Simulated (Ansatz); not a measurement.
Problem. Name a neutral molecule of Br, F, In, O, Si and H with size of the dipole moment (ωB97M-V/def2-TZVPP) between 4.45 and 4.75 D and HOMO–LUMO gap (B3LYP/def2-TZVPP) between 5.55 and 5.85 eV (Ansatz, PBE0-D4/def2-TZVP geometry).

Solution. `F[Si](F)(Br)[O][InH2]` (4.73 D, 5.82 eV). Other molecules can fit too; these were computed, each in one conformer that needn't be the lowest.

B3LYP here is the variant with VWN-RPA as its local correlation; programs differ in this.
